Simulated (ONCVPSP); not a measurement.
# What one change does to a pseudopotential (antimony, ONCV)

```
Element                 : antimony (Sb)
Generator               : ONCVPSP 4.0.1
Type                    : optimised norm-conserving Vanderbilt (ONCV)
Functional              : PBE
Relativity              : scalar-relativistic
Frozen core             : [Ar] 3d10
Valence charge          : 23
Reference configuration : 4s2 4p6 4d10 5s2 5p2 (charge +1)
Partial waves           : 4s+5s: rc 1.05 bohr, ncon 5, nbas 9, qcut 9.9 1/bohr, 2 projectors; 4p+5p: rc 1.25 bohr, ncon 4, nbas 7, qcut 14.1 1/bohr, 2 projectors; 4d: rc 1.00 bohr, ncon 4, nbas 7, qcut 8.7 1/bohr, 2 projectors, debl 0.8 Ha
Local potential         : polynomial inside 0.75 bohr (lpopt 5, dvloc0 0 Ha)
Core correction         : none
```

In the d channel the program set the typed energies aside and used -1.544, 0.250 Ha.

Change: d: rc 1.14.

Cutoffs: the cutoffs (Ha) at which the residual kinetic energy of the hardest occupied pseudo-wave falls to 1 and 0.1 mHa per electron; they do not see the model core or the augmentation charge, which bear on the density cutoff. Errors are all-electron minus pseudo energies relative to the spin-unpolarised reference configuration.

Task: What does the change do?

Result: The potential gets softer (82 Ha and 182 Ha → 68 Ha and 182 Ha); the errors of the 4 common tests hardly move; neither file shows a bound ghost. A larger radius leaves more room for a smooth pseudo-wave, so fewer plane waves are needed.

| quantity | base | changed |
| --- | --- | --- |
| cutoff, loose | 82 Ha | 68 Ha |
| cutoff, tight | 182 Ha | 182 Ha |
| loose cutoff by channel | s 50 Ha, p 61 Ha, d 82 Ha | s 50 Ha, p 61 Ha, d 68 Ha |
| bound ghosts | none | none |
| GHOST(+) flags under 300 eV | s at 105.4 eV | s at 105.4 eV |
| error for 4s2 4p6 4d10 5s2 5p3, meV [ΔE -8.32 eV] | +1.6 | +1.6 |
| error for 4s2 4p6 4d10 5s2 5p1, meV [ΔE 15.97 eV] | -3.4 | -3.5 |
| error for 4s2 4p6 4d10 5s2 5p0, meV [ΔE 40.38 eV] | -9.0 | -9.1 |
| error for 4s2 4p5 4d10 5s2 5p3, meV [ΔE 101.63 eV] | -77 | -82 |
| s: phases at 1.07 bohr within 0.05 rad from the reference energy up to (Ha; the scan ends near 5) | n/a | n/a |
| p: phases at 1.27 bohr within 0.05 rad from the reference energy up to (Ha; the scan ends near 5) | to the end of the scan | to the end of the scan |
